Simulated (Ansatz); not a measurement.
C₂H₄AlFO, SMILES `[OH][AlH]/[CH]=C/F`, relaxed with RKS PBE0-D4/def2-TZVP in Ansatz 0.2.0 from a PBE-D4/def2-SVP geometry. The force threshold is 0.005 eV/Å; the program also tests the step.

Total charge 0; spin multiplicity 1.

Start:

```xyz
9

O     0.130   -1.946   -0.570
Al   -0.999   -0.787    0.025
C    -0.236    0.968    0.307
C     1.073    1.180    0.068
F     1.680    2.369    0.244
H    -0.102   -2.870   -0.752
H    -2.524   -1.172    0.303
H    -0.810    1.840    0.670
H     1.788    0.419   -0.295
```

```json
{"step": "1", "energy (eV)": "-13493.4686", "largest force (eV/Å)": "0.762", "largest move (Å)": "0.000"}
{"step": "2", "energy (eV)": "-13493.5096", "largest force (eV/Å)": "0.236", "largest move (Å)": "0.029"}
{"step": "3", "energy (eV)": "-13493.5141", "largest force (eV/Å)": "0.064", "largest move (Å)": "0.015"}
{"step": "4", "energy (eV)": "-13493.5142", "largest force (eV/Å)": "0.065", "largest move (Å)": "0.006"}
{"step": "5 (rejected)", "energy (eV)": "-13493.5135", "largest force (eV/Å)": "0.138", "largest move (Å)": "0.012"}
{"step": "6", "energy (eV)": "-13493.5146", "largest force (eV/Å)": "0.013", "largest move (Å)": "0.006"}
{"step": "7", "energy (eV)": "-13493.5146", "largest force (eV/Å)": "0.001", "largest move (Å)": "0.004"}
```

End:

```xyz
9

O     0.129   -1.928   -0.551
Al   -0.982   -0.778    0.023
C    -0.233    0.967    0.314
C     1.054    1.161    0.063
F     1.665    2.339    0.236
H    -0.097   -2.836   -0.741
H    -2.494   -1.165    0.280
H    -0.793    1.828    0.677
H     1.752    0.412   -0.302
```

Hardware: 2 threads of an Arm Neoverse V2 on a shared host. Wall time 31 s, peak host memory 0.41 GiB.
